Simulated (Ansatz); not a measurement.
Start from `C#C[O][AlH][CH3]` and change one atom or group to get `B[O][AlH][CH3]`.

Ansatz, PBE0-D4/def2-TZVP geometries, multiplicity 1. Each molecule was computed in one conformer, which needn't be the lowest.

| property | `C#C[O][AlH][CH3]` |
| --- | --- |
| LUMO energy (PBE/def2-TZVPP) / eV | -1.94 |
| HOMO–LUMO gap (ωB97M-V/def2-TZVPP) / eV | 9.64 |
| HOMO energy (ωB97M-V/def2-TZVPP) / eV | -9.22 |
| size of the dipole moment (B3LYP/def2-TZVPP) / D | 2.41 |
| HOMO energy (PBE/def2-TZVPP) / eV | -5.73 |
| size of the dipole moment (ωB97M-V/def2-TZVPP) / D | 2.42 |

Question: Give the same properties after the change, and the shifts. (Estimate.)

Answer: The calculation gave: 
| property | `B[O][AlH][CH3]` | shift |
| --- | --- | --- |
| LUMO energy (PBE/def2-TZVPP) / eV | -1.54 | 0.40 |
| HOMO–LUMO gap (ωB97M-V/def2-TZVPP) / eV | 10.99 | 1.35 |
| HOMO energy (ωB97M-V/def2-TZVPP) / eV | -10.20 | -0.98 |
| size of the dipole moment (B3LYP/def2-TZVPP) / D | 1.64 | -0.77 |
| HOMO energy (PBE/def2-TZVPP) / eV | -6.44 | -0.71 |
| size of the dipole moment (ωB97M-V/def2-TZVPP) / D | 1.66 | -0.76 |

With PBE0 the HOMO falls by 0.90 eV and the LUMO rises by 0.41 eV, so the gap widens by about 1.31 eV. PBE moves the HOMO by -0.71 eV and ωB97M-V by -0.98 eV. Dipoles are sizes alone; their direction can turn.

B3LYP here is the variant with VWN-RPA as its local correlation; programs differ in this.
